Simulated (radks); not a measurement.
Q: Ionisation ladder of silver, from Ag to Ag3+. Each ion is in the ground configuration listed by NIST, and IE = E(next ion) - E(this ion). Method: scalar-relativistic Kohn-Sham, PBE, spin-polarised, spherical densities, finite nucleus; open shells are filled with parallel spins first (spin-orbit coupling, left out, can overturn this in heavy ions); Fermi nuclear charge, rms radius 4.5454 fm; computed with a radial shooting solver on a logarithmic mesh with Libxc functionals.

| species | configuration | IE, Delta-SCF (eV) | -e(HOMO) (eV) | HOMO | <r> HOMO (bohr) |
|---|---|---|---|---|---|
| Ag | [Kr] 4d10 5s1 | 7.946 | 4.734 | 5s up | 3.14 |
| Ag+ | [Kr] 4d10 | 21.930 | 15.639 | 4d | 1.39 |
| Ag2+ | [Kr] 4d9 | ? | 28.508 | 4d down | 1.31 |
| Ag3+ | [Kr] 4d8 | ? | 42.874 | 4d down | 1.25 |

Estimate the withheld Delta-SCF values.

A: Ag2+: 35.577 eV (NIST 34.8); Ag3+: 50.560 eV (NIST 49).
